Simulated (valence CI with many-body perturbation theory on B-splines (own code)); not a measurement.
The numbers below are computed, except where a source is named.
Se⁺: input, log and results

Level of theory: valence CI with perturbative core correlation (CI+MBPT): five valence electrons over a frozen Dirac-Fock core [Ar] 3d10, radial functions for each j: 9 s, 9 p, 8 d, 6 f, 3 g, 1 h, with the one-electron correlation potential Σ1 (screened to all orders), the two-electron term Σ2, the three-electron term Σ3, Breit, model QED; selected single and double excitations, second order for the rest, scaled by the run's own slope (own B-spline code, finite nucleus).

Command, and the settings that its task file holds:

```sh
python run_cv.py task.json out
```

```
atom Se  Z=34  mass_number=80  rms_radius_fm=4.1400
core [Ar] 3d10
valence 4s2 4p3
avg = 1
basis = M
breit = 1
cap = 40000
capref = 1200
cscale = 1
de = 0.0
dress = 0
eps = 2e-08
extrap = 1
h = 0.27
hh = 1
l2 = 3
lcore = 6
maxit = 60
n2 = 5
natural = 1
nlev = 45
nno = [5, 5, 5, 4, 2, 1]
nroot = 26
nsp = [4, 4, 3, 2, 1, 0]
pt2 = 1
qed = 1
rpa = 1
s1 = 1
s2 = 1
s3 = 1
screen = 1
tol = 2e-05
whole = 1
```

It took 13 min on 1 thread of Intel(R) Xeon(R) Processor @ 2.30GHz, on a shared host.

Log. The first blocks belong to the next ion, which gives the ionisation energy. Fields: 2J, parity (1 odd), roots, reference size, generating configurations, candidates as configurations/state functions, variational space P, stored matrix elements, Davidson steps; e2 is the range of second-order energies in hartree. The first line gives the box (bohr), its intervals, the orbitals and the steps of their self-consistent field. Window is the range of levels sought, series limit the energy at which the first omitted orbital would enter, core excitation an estimate of the first excitation out of the core, left out the lowest levels not solved, and shifts from estimates the range by which levels moved from their first estimate, all in cm⁻¹.

```
rmax 40.7 intervals 67 orbitals 63 references ['4s2 4p3'] scf 9 t 1.5
2J=0 par=0 roots 2 ref 28 generators 14 cand 2894/4132 P 2920/4160 nnz 1.6e+06 it 9
2J=0 par=0 roots 2 ref 28 generators 68 cand 8414/14985 P 11334/19145 nnz 1.3e+07 it 9
   second order: generators 138 cand 83970/180737 e2 -0.00022 -0.00016
2J=2 par=0 roots 2 ref 56 generators 15 cand 1311/3970 P 1345/4026 nnz 1.8e+06 it 11
2J=2 par=0 roots 2 ref 56 generators 92 cand 4574/15969 P 5919/19995 nnz 2.3e+07 it 13
   second order: generators 201 cand 105053/479392 e2 -0.00140 -0.00067
reference levels 274, estimated 274, window 120738 1/cm; series limit 152192, core excitation 465093
2J=3 par=1 roots 9 ref 37 generators 68 cand 1161/5323 P 1930/7947 nnz 6.4e+06 it 9
2J=3 par=1 roots 9 ref 37 generators 194 cand 5156/32012 P 7086/39959 nnz 9.2e+07 it 11
   second order: generators 460 cand 375899/5824704 e2 -0.00327 -0.00206
2J=5 par=1 roots 5 ref 32 generators 55 cand 1167/5281 P 1821/7812 nnz 5.7e+06 it 8
2J=5 par=1 roots 5 ref 32 generators 161 cand 4777/32041 P 6598/39853 nnz 9.6e+07 it 11
   second order: generators 395 cand 357758/6825539 e2 -0.00337 -0.00276
2J=1 par=1 roots 6 ref 23 generators 58 cand 1430/5444 P 2603/7994 nnz 4.8e+06 it 9
2J=1 par=1 roots 6 ref 23 generators 174 cand 7899/31929 P 10502/39923 nnz 7e+07 it 11
   second order: generators 404 cand 365195/3200467 e2 -0.00207 -0.00142
2J=5 par=0 roots 11 ref 37 generators 71 cand 1200/5290 P 1892/7914 nnz 6.2e+06 it 14
2J=5 par=0 roots 11 ref 37 generators 225 cand 4306/32032 P 6198/39946 nnz 9.4e+07 it 20
   second order: generators 330 cand 290614/5196898 e2 -0.00734 -0.00368
2J=3 par=0 roots 11 ref 38 generators 80 cand 1192/5283 P 1974/7951 nnz 5.8e+06 it 13
2J=3 par=0 roots 11 ref 38 generators 241 cand 4871/32014 P 6845/39965 nnz 8.7e+07 it 23
   second order: generators 328 cand 290878/4109924 e2 -0.00605 -0.00326
2J=1 par=0 roots 9 ref 27 generators 84 cand 1596/5416 P 2734/7941 nnz 4.6e+06 it 13
2J=1 par=0 roots 9 ref 27 generators 250 cand 7673/32034 P 10407/39975 nnz 7.1e+07 it 20
   second order: generators 328 cand 281829/2314575 e2 -0.00351 -0.00175
2J=7 par=0 roots 6 ref 23 generators 62 cand 1138/5472 P 1769/7987 nnz 6.2e+06 it 9
2J=7 par=0 roots 6 ref 23 generators 177 cand 3680/31984 P 5449/39971 nnz 1e+08 it 12
   second order: generators 406 cand 367345/9074594 e2 -0.00979 -0.00440
2J=9 par=0 roots 3 ref 14 generators 43 cand 1325/5590 P 2138/8134 nnz 5.6e+06 it 8
2J=9 par=0 roots 3 ref 14 generators 116 cand 4118/32154 P 6256/40288 nnz 9.6e+07 it 12
   second order: generators 260 cand 271714/6563265 e2 -0.00502 -0.00368
2J=7 par=1 roots 2 ref 22 generators 24 cand 1214/6113 P 1864/8632 nnz 6.1e+06 it 8
2J=7 par=1 roots 2 ref 22 generators 73 cand 5264/32333 P 7128/40965 nnz 1e+08 it 10
   second order: generators 175 cand 221223/4522890 e2 -0.00238 -0.00202
left out: unestimated none, estimated 127996, shifts from estimates -489 to 155
operators 3.0
```

The Davidson iterations converged.

Set against measurement, 14 paired levels are off by 171 cm⁻¹ on average, the worst by 343. These come from a selection out of the NIST Handbook of Basic Atomic Spectroscopic Data. Levels without a partner in it may be off by more. Among the levels kept, up to 1500 cm⁻¹ of a level comes from second order outside the variational space, and about a tenth of that is noise between levels of different J, which matters for small intervals.

```
Valence energy                            : -9.006392 hartree
Ionisation energy                         : 21.128 eV (NIST: 21.196 ± 0.01 eV (measured))
Reference configurations for the orbitals : 4s2 4p3
Radial orbitals                           : 63
Box radius                                : 40.75 bohr
Largest variational space                 : 40965
Lowest levels                             : 4s2 4p3 4S°_3/2 0.000, 4s2 4p3 2D°_3/2 1.638, 4s2 4p3 2D°_5/2 1.713, 4s2 4p3 2P°_1/2 2.862, 4s2 4p3 2P°_3/2 2.967, 4s 4p4 4P_5/2 10.359, 4s 4p4 4P_3/2 10.569, 4s 4p4 4P_1/2 10.674, 4s2 4p2 5s 4P_1/2 11.796, 4s2 4p2 5s 4P_3/2 11.981, 4s2 4p2 5s 4P_5/2 12.219, 4s2 4p2 5s 2P_1/2 12.246, 4s2 4p2 5s 2P_3/2 [a] 12.409, 4s2 4p2 5s 2P_3/2 [b] 12.537 eV
```

Names give the largest LS component (configuration and term), which can be under half, so a name can repeat, a term be missing and a line seem to break the LS rules; names also repeat where a configuration has a term twice. Letters in brackets count levels of one name in rising energy.
